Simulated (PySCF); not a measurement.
C₈H₉FOSi.
Atom-mapped SMILES: `[CH2:1]=[CH:2][c:3]1[cH:4][cH:5][cH:6][c:7]([F:8])[c:9]1[O:10][SiH3:11]` (hydrogens: H12, H13 on C1; H14 on C2; H15 on C4; H16 on C5; H17 on C6; H18, H19, H20 on Si11)

Computed, not measured: PBE0-D3(BJ)/def2-SVP geometry optimisation, gas phase in PySCF.

(1) List the bond lengths, angles and torsions at this level.

Answers

(1) 
| bond | length (bohr) |
| --- | --- |
| C1=C2 | 2.530 |
| C2–C3 | 2.771 |
| C3–C4 | 2.654 |
| C4–C5 | 2.623 |
| C5–C6 | 2.638 |
| C6–C7 | 2.612 |
| C7–F8 | 2.537 |
| C7–C9 | 2.645 |
| C9–O10 | 2.537 |
| O10–Si11 | 3.187 |
| C3–C9 | 2.665 |
| C1–H12 | 2.064 |
| C1–H13 | 2.067 |
| C2–H14 | 2.066 |
| C4–H15 | 2.062 |
| C5–H16 | 2.063 |
| C6–H17 | 2.062 |
| Si11–H18, Si11–H19, Si11–H20 | 2.813 |

Bonds in one row agree within 0.02 bohr and their mean is given. A selection of angles:
| angle | degrees |
| --- | --- |
| C1–C2–C3 | 126.6 |
| C2–C3–C4 | 123.2 |
| C2–C3–C9 | 118.5 |
| C4–C3–C9 | 118.3 |
| C3–C4–C5 | 121.7 |
| C4–C5–C6 | 120.0 |
| C5–C6–C7 | 118.6 |
| C6–C7–F8 | 120.0 |
| C6–C7–C9 | 122.6 |
| F8–C7–C9 | 117.4 |
| C7–C9–O10 | 121.7 |
| C3–C9–C7 | 118.8 |
| C3–C9–O10 | 119.4 |
| C9–O10–Si11 | 134.3 |

Dihedral angles: C1–C2–C3–C4 -7° (synperiplanar); C7–C9–O10–Si11 1° (synperiplanar). The mirror-image conformer, all signs reversed, is as good.

The 8 C–C bonds span 1.339 Å (C1=C2, drawn double) to 1.466 Å (C2–C3, drawn single), a spread of 0.127 Å. The 6-membered ring C3–C4–C5–C6–C7–C9 has internal angles of 118.3° to 122.6°; it is planar, 0.00 Å rms from its mean plane, widest ring torsion 0°. Of the pairs four or more bonds apart, F8···Si11 is among the closest relative to their van der Waals radii: 2.81 Å, 79 % of the sum of Bondi's values. Si11 (oxygen-bound silicon) is distorted tetrahedral (angles from 102.9° to 111.6°).

Point group: near Cs, missed by 0.40 Å at most; the miss may be what the optimiser left on a soft mode. PBE0-D3(BJ)/def2-SVP frequencies: not computed here. The numbers are those of one conformer.

On 2 threads of an Intel Xeon Platinum 8488C, no GPU, on a shared host, this took 2.5 min wall, 6.0 min CPU and 1.0 GiB of memory at its peak. That covers the optimisation of the geometry.
